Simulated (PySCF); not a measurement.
## Spin states of KCd

Unrestricted PBE0; basis K def2-SVP, Cd def2-SVP with ECP28; scalar-relativistic core potentials; PySCF 2.14. Outer shells of the fragments: K 4s1; Cd 4d10 5s2.

Followed along the bond (rough minima from three points):

```
2Ms+1   unpaired  ⟨S²⟩ at the start  R at minimum (Å)  Te (eV)
    2        σ ↑               0.75              4.02     0.00
    4  σ ↑↑, π ↑               3.75              3.74     3.59
    2        π ↑               0.75  none in the scan   ≤ 1.01
```

Solutions found at the starting distance of 3.345 Å, counted from the lowest of them; the search is not exhaustive and high or unbound solutions are not listed, so other states can lie among these:

| 2Ms+1 | unpaired | term | E (eV) | ⟨S²⟩ | ⟨Lz²⟩ | μ (D) |
| --- | --- | --- | --- | --- | --- | --- |
| 2 | σ ↑ | ²Σ⁺ | 0.00 | 0.75 | 0.00 | -0.61 |
| 2 | π ↑ | ²Π | 0.91 | 0.75 | 1.00 | -6.74 |
| 4 | σ ↑↑, π ↑ | ⁴Π | 3.56 | 3.75 | 1.00 | -5.12 |
| 4 | σ ↑, π ↑↑ | ⁴Σ⁻ | 4.21 | 3.75 | 0.00 | -8.85 |
| 2 | σ ↑↑, π ↓ | mixed | 4.28 | 1.75 | 1.00 | -4.54 |
| 4 | σ ↑↑↑ | ⁴Σ⁺ | 4.29 | 3.75 | 0.00 | 3.55 |
| 4 | σ ↑, π ↑↑ | mixed | 5.85 | 3.75 | 2.00 | 1.63 |

A term symbol is given only where ⟨S²⟩ and ⟨Lz²⟩ are close to those of a pure state; real π, δ and φ orbitals otherwise mix terms. A positive dipole means K(−)Cd(+).

Spin–orbit coupling is left out. Counting both spins, an empty level lies below a filled one in some of these solutions, because spin and occupation are held.
